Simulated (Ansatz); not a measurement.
C2H9NOSi can be A, `C[SiH2]OCN`, or B, `C[SiH2]C(N)O`.

Gas-phase electronic energies from Ansatz, PBE0-D4/def2-TZVP geometries. CCSD(T)/CBS is the MP2 limit (def2-TZVPP, def2-QZVPP) plus CCSD(T) − MP2 in def2-TZVPP, frozen cores. Functionals use def2-TZVPP. B3LYP here is the variant with VWN-RPA as its local correlation; programs differ in this. One conformer a species, not always the lowest.

(1) Which isomer does CCSD(T)/CBS put lower? Give the gap. (Estimate.)

(2) Give E(B) − E(A) in kJ/mol with r2SCAN-D4, BLYP-D4, ωB97M-V, LDA (SPW92), B3LYP-D4, PBE-D4, B2PLYP. (Best estimate.)

(3) Does the order hold for the free energy at 298.15 K (harmonic terms from PBE0-D4)? (An estimate is asked.)

Largest T1 diagnostic: 0.011.

## Answers

(1) The calculation gave: A, by 100.4 kJ/mol.

(2) Ansatz gave: r2SCAN-D4 99.2, BLYP-D4 95.8, ωB97M-V 98.1, LDA (SPW92) 85.2, B3LYP-D4 101.0, PBE-D4 86.2, B2PLYP 104.8. None reverses the order clearly.

(3) The calculation gave: Yes: G(B) − G(A) = +102.3 kJ/mol, for one conformer each. Modes under 60 cm⁻¹, often nearly free rotors, make the harmonic entropy too high.

From BLYP to BHLYP (50 % exact exchange), in def2-TZVPP and without D4, E(B) − E(A) moves by +12.3 kJ/mol. At CCSD(T), def2-SVP lies −9.5 kJ/mol from the extrapolated value and def2-TZVPP +0.2 kJ/mol.
